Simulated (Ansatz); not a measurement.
Start from `[SH][Hf]([SH])([SH])[SH]` and change one element to get `[SH][Ti]([SH])([SH])[SH]`.

Ansatz, PBE0-D4/def2-TZVP geometries, multiplicity 1. Each molecule was computed in one conformer, which needn't be the lowest.

Elements past krypton have def2 core potentials. Scalar relativity is left out up to krypton.

| property | `[SH][Hf]([SH])([SH])[SH]` |
| --- | --- |
| HOMO energy (PBE0/def2-TZVPP) / eV | -7.95 |
| HOMO–LUMO gap (PBE/def2-TZVPP) / eV | 3.96 |
| HOMO energy (B3LYP/def2-TZVPP) / eV | -7.68 |
| HOMO–LUMO gap (ωB97M-V/def2-TZVPP) / eV | 10.12 |
| HOMO energy (ωB97M-V/def2-TZVPP) / eV | -10.12 |
| HOMO–LUMO gap (B3LYP/def2-TZVPP) / eV | 5.52 |

(1) What does the change do to each property? (An estimate is asked.)

Answers

(1) Computed: 
| property | `[SH][Ti]([SH])([SH])[SH]` | shift |
| --- | --- | --- |
| HOMO energy (PBE0/def2-TZVPP) / eV | -7.82 | 0.13 |
| HOMO–LUMO gap (PBE/def2-TZVPP) / eV | 2.78 | -1.18 |
| HOMO energy (B3LYP/def2-TZVPP) / eV | -7.56 | 0.12 |
| HOMO–LUMO gap (ωB97M-V/def2-TZVPP) / eV | 9.07 | -1.05 |
| HOMO energy (ωB97M-V/def2-TZVPP) / eV | -9.92 | 0.20 |
| HOMO–LUMO gap (B3LYP/def2-TZVPP) / eV | 4.39 | -1.13 |

With PBE0 the HOMO rises by 0.13 eV and the LUMO falls by 0.98 eV, so the gap narrows by about 1.11 eV. PBE moves the HOMO by 0.09 eV and ωB97M-V by 0.20 eV.

B3LYP here is the variant with VWN-RPA as its local correlation; programs differ in this.
